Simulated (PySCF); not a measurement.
**Structure elucidation problem**

Molecular formula: C$_{7}$H$_{9}$FNP. Simulated spectra:

¹H NMR (500 MHz, computed): δ 6.63 (m, 1H), 3.10 (m, 1H), 2.47 (m, 3H), 0.99 (m, 2H), 0.96 (m, 2H).

¹³C{¹H} NMR (computed): δ 196.7 (C), 143.7 (C), 123.4 (CH), 28.4 (CH), 19.0 (CH3), 9.6 (CH2, 2C).

A single conformation, in vacuum, one averaged value for each set of equivalent atoms, non-relativistic. Structure optimised with GFN2-xTB; σ from GIAO-PBE0/pcSseg-1; PySCF 2.14.

Referencing at the same level of theory: ¹H, ¹³C against TMS.

Q: Which candidate is it?
A. Cc1cn(C2CC2)c(F)p1
B. CP(N)c1cccc(F)c1
C. CN(C)c1ccpc(F)c1

A: A. 

1. 6 carbon signals for 7 carbons: some carbons are equivalent by symmetry or fast rotation.
2. Carbon types of the structure: 2 × C, 2 × CH, 2 × CH2, 1 × CH3, which accounts for all hydrogens.
3. δC 196.7: aromatic carbon bearing fluorine; the electronegative substituent deshields the carbon that carries it.
4. δC 143.7: substituted aromatic carbon.
5. δC 123.4: aromatic CH next to a ring nitrogen.
6. δH 3.10, 0.99, 0.96: hydrogen on a three-membered-ring carbon.
7. δH 2.47: hydrogen on a methyl carbon on an aromatic ring; benzylic-type position, deshielded by the ring.

The others: CP(N)c1cccc(F)c1 would give 7 carbon signals, not 6; CN(C)c1ccpc(F)c1 would give 4 signals for carbon-bound and other non-exchanging H, not 5.

Splittings by ¹⁹F and ³¹P in the carbon and heteronuclear signals aren't shown, as no couplings were computed. Shifts are as computed. Against solution values, carbons near 30 ppm lie about +3 ppm off and those near 130 ppm about +5 ppm. Of 1211 compounds with measured shifts, 218 miss one by over three times the rms of a fit or turn the order of signals round; such compounds aren't used in these exercises. Multiplicities follow the n + 1 count of equivalent neighbours, as no J values were calculated; m marks all less simple cases, F and P coupling included.
